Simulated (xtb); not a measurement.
C4H10Cd, charge -1, doublet, geometry from GFN2-xTB (such geometries of metal compounds can be far from the true shape) (a state made from the parent by changing its charge; the spin is typed, not shown lowest). Base run: GFN2-xTB (xtb).

Input for xtb:
```
$ xtb mol.xyz --gfn 2 --chrg -1 --uhf 1 --json

# file mol.xyz
15

Cd     0.61871508     0.17385886     0.12091495
C     -1.05596693    -0.76951220     2.04049801
C     -0.76221012    -2.26703958     2.10367135
H     -2.08139918    -0.64062863     1.64384138
H     -1.08386799    -0.38373978     3.07767698
H      0.20903105    -2.45498206     2.57467417
H     -0.73439591    -2.70012617     1.09636941
H     -1.50969502    -2.84993609     2.68017020
C     -0.46840935     0.34174745    -2.36173853
C     -1.01204936     1.76751606    -2.42906994
H     -1.33083013    -0.35217598    -2.37407701
H      0.08958836     0.14494115    -3.29728625
H     -0.19526239     2.49344179    -2.51059825
H     -1.58376293     2.00790460    -1.52437936
H     -1.68591544     1.95380547    -3.29047411
```

Variants of this job, named by their change:

```
change               ΔE vs base (kcal/mol)  G_solv (kcal/mol)  SCF cycles
-------------------  ---------------------  -----------------  ----------
base                                 0.000                  -          12
alpb = methanol                     -52.76             -53.67          12
alpb = acetonitrile                 -50.39             -50.94          12
acc = 1000                           0.012                  -           6
acc = 30                             0.000                  -           9
etemp = 3000                        -0.505                  -          12
acc = 0.0001                         0.000                  -          18
etemp = 10000                       -16.90                  -          11
```

ALPB and GBSA are two models with their own fitted parameters for each solvent, which aren't always the measured dielectric constant.
